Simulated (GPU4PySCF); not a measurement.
F4TCNQ (C12F4N4), SMILES N#CC(C#N)=c1c(F)c(F)c(=C(C#N)C#N)c(F)c1F.

The structure is a stationary point at PBE0-D3(BJ)/def2-TZVP.

All values below come from GPU4PySCF with PBE/def2-TZVPD.

**Question.** Estimate the frontier levels, gap, dipole moment and polarisability. (An estimate is asked for; the answer gives what the named calculation found.)

**Answer.** 
| Property | Result |
|---|---|
| highest occupied level | -7.29 eV |
| lowest empty level | -5.81 eV |
| orbital gap | 1.48 eV |
| dipole moment | 0.00 D |
| quadrupole, principal values (traceless, Buckingham form, about the centre of nuclear charge) | -37.62, -0.37, 37.99 D·Å |
| mean static polarisability | 239.5 bohr³ (35.49 Å³) |
| polarisability, principal values | 83.7, 184.0, 450.8 bohr³ |
